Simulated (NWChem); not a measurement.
Two isomers of C3H7FSi, each optimised at PBE0/def2-SVP with NWChem. Flexible species stand in one conformer each, which need not be the lowest. For one or both, no frequency run checked for a minimum.

A: C/C=C(/F)[SiH3]
B: C[SiH2]C(=C)F

Problem. Which is lower in energy, by how much, and how do their other properties compare?

Solution. B is lower by 8.1 kcal/mol in electronic energy.
|  | A | B |
|---|---|---|
| highest occupied level (eV) | -7.13 | -7.52 |
| orbital gap (eV) | 6.95 | 7.42 |
| dipole (D) | 1.74 | 1.22 |
